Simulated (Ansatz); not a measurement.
Mulliken charges of CAlF₂NO (`O=C=[N][Al]([F])[F]`) from r2SCAN/def2-TZVPP in Ansatz (PBE0-D4/def2-TZVP geometry).

```json
{"atom": "O1", "x (Å)": "1.726", "y (Å)": "-2.115", "z (Å)": "1.037", "charge (e)": "-0.215"}
{"atom": "C2", "x (Å)": "1.042", "y (Å)": "-1.275", "z (Å)": "0.616", "charge (e)": "0.338"}
{"atom": "N3", "x (Å)": "0.338", "y (Å)": "-0.410", "z (Å)": "0.183", "charge (e)": "-0.337"}
{"atom": "Al4", "x (Å)": "-0.694", "y (Å)": "0.846", "z (Å)": "-0.432", "charge (e)": "0.879"}
{"atom": "F5", "x (Å)": "-1.193", "y (Å)": "0.822", "z (Å)": "-1.984", "charge (e)": "-0.333"}
{"atom": "F6", "x (Å)": "-1.177", "y (Å)": "2.068", "z (Å)": "0.535", "charge (e)": "-0.333"}
```

Task: By hand: the dipole of these point charges (1 e Å = 4.8032 D).

Result: Σ q r = (0.046, -0.057, 0.026) e Å, of length 0.078 e Å = 0.37 D.

Task: How does the dipole of the full density compare? (An estimate is asked.)

Result: Ansatz gave: (-0.039, 0.048, -0.025) e Å, 0.32 D; the point charges give 1.16 times that, at 178° from its direction, so they point the opposite way.

Point charges leave out the atoms' own dipoles, such as those of lone pairs, and Mulliken's split depends on the basis, so the two needn't agree.
